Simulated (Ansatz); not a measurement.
`C[Si](C)(C)O[Si](C)(C)O[Si](C)(C)O[Si](C)(C)O[Si](C)(C)O[Si](C)(C)C`, relaxed as a singlet with RKS PBE-D4/def2-SVP in Ansatz, starting from the GFN2-xTB geometry. Force threshold 0.03 eV/Å.

Single mean-field runs in def2-SVP are fitted with def2-universal-jkfit.

Start:

Cartesian coordinates in Å:
```
C 1.737 1.123 3.881
Si 0.927 2.822 3.590
C -0.799 2.918 4.398
C 2.036 4.229 4.243
O 0.729 3.026 1.981
Si 0.676 3.651 0.482
C -1.132 4.098 0.105
C 1.881 5.115 0.363
O 1.196 2.530 -0.569
Si 1.445 1.044 -1.188
C 3.009 0.288 -0.426
C 1.506 1.240 -3.076
O 0.198 0.073 -0.808
Si -1.311 -0.198 -0.266
C -1.463 0.316 1.553
C -2.573 0.643 -1.414
O -1.510 -1.803 -0.372
Si -1.864 -3.387 -0.369
C -3.744 -3.553 -0.555
C -1.168 -4.173 1.213
O -1.162 -4.094 -1.652
Si -0.069 -4.093 -2.874
C -1.033 -3.767 -4.488
C 0.716 -5.831 -2.880
C 1.253 -2.767 -2.552
H 2.629 1.004 3.274
H 1.061 0.313 3.627
H 2.025 0.997 4.920
H -1.445 2.126 4.033
H -1.284 3.864 4.173
H -0.740 2.826 5.478
H 1.592 5.198 4.034
H 3.014 4.213 3.772
H 2.186 4.161 5.316
H -1.775 3.237 0.265
H -1.261 4.417 -0.925
H -1.489 4.899 0.744
H 1.887 5.552 -0.630
H 1.619 5.900 1.066
H 2.894 4.798 0.590
H 2.877 0.144 0.643
H 3.235 -0.678 -0.866
H 3.872 0.930 -0.568
H 1.657 0.283 -3.565
H 0.579 1.659 -3.454
H 2.312 1.898 -3.383
H -0.952 1.256 1.728
H -1.018 -0.433 2.202
H -2.500 0.433 1.854
H -3.585 0.533 -1.036
H -2.373 1.705 -1.524
H -2.544 0.195 -2.403
H -4.056 -4.590 -0.612
H -4.253 -3.097 0.287
H -4.082 -3.053 -1.458
H -1.312 -5.248 1.216
H -0.103 -3.981 1.303
H -1.650 -3.775 2.099
H -0.395 -3.849 -5.362
H -1.848 -4.475 -4.611
H -1.464 -2.770 -4.489
H 1.461 -5.913 -3.666
H 1.207 -6.046 -1.936
H -0.025 -6.606 -3.043
H 1.842 -2.537 -3.434
H 1.940 -3.089 -1.776
H 0.782 -1.855 -2.203
```

Estimate the energy that the relaxation releases and the steps that it takes.

24.0 kcal/mol, in 23 steps; 2.5 min on 2 threads of AMD EPYC 7R13 on a shared host and a share (18 GiB) of an NVIDIA H100 80GB HBM3. The force fell under the threshold at step 18, but the optimiser went on and released 0.006 eV more. No frequencies were taken in this run, so the end may be a saddle point.

Does the start keep its bonding and symmetry?

By distances, no bond broke or formed. The bond that changes most is O13–Si14, from 1.63 to 1.69 Å (atoms count from 1).

Predict the relaxed structure.


```xyz
67

C     1.418    0.677    3.595
Si    0.824    2.449    3.338
C    -0.788    2.760    4.267
C     2.147    3.684    3.881
O     0.526    2.640    1.691
Si    0.501    3.534    0.280
C    -1.123    4.463    0.154
C     1.999    4.664    0.205
O     0.567    2.450   -0.998
Si    1.114    0.881   -1.273
C     2.684    0.553   -0.303
C     1.345    0.711   -3.125
O    -0.052   -0.207   -0.740
Si   -1.722   -0.208   -0.487
C    -2.080    0.387    1.256
C    -2.562    0.833   -1.801
O    -2.250   -1.786   -0.653
Si   -1.837   -3.351   -0.191
C    -3.430   -4.291    0.105
C    -0.725   -3.282    1.328
O    -1.034   -4.108   -1.445
Si    0.151   -3.807   -2.611
C    -0.514   -2.544   -3.845
C     0.496   -5.454   -3.457
C     1.698   -3.150   -1.753
H     2.411    0.515    3.127
H     0.707   -0.044    3.141
H     1.509    0.437    4.675
H    -1.570    2.040    3.947
H    -1.168    3.785    4.072
H    -0.648    2.651    5.362
H     1.804    4.731    3.741
H     3.081    3.550    3.296
H     2.397    3.552    4.954
H    -1.977    3.759    0.222
H    -1.200    5.003   -0.812
H    -1.225    5.205    0.973
H     2.035    5.211   -0.759
H     1.984    5.412    1.025
H     2.934    4.074    0.299
H     2.485    0.671    0.781
H     3.055   -0.477   -0.479
H     3.486    1.263   -0.592
H     1.674   -0.313   -3.390
H     0.395    0.917   -3.658
H     2.107    1.429   -3.492
H    -1.683    1.408    1.414
H    -1.589   -0.279    1.995
H    -3.170    0.384    1.461
H    -3.658    0.881   -1.638
H    -2.156    1.864   -1.790
H    -2.387    0.401   -2.807
H    -3.225   -5.355    0.345
H    -4.006   -3.849    0.944
H    -4.065   -4.260   -0.804
H    -0.351   -4.292    1.596
H     0.152   -2.630    1.136
H    -1.270   -2.876    2.205
H     0.211   -2.354   -4.664
H    -1.462   -2.899   -4.299
H    -0.716   -1.582   -3.333
H     1.267   -5.343   -4.248
H     0.859   -6.205   -2.727
H    -0.424   -5.856   -3.929
H     2.506   -2.920   -2.480
H     2.093   -3.887   -1.024
H     1.445   -2.219   -1.206
```
Bond lengths: 14 × C–Si 1.87 to 1.89 Å; 10 × O–Si 1.67 to 1.69 Å; 42 × C–H 1.11 Å.
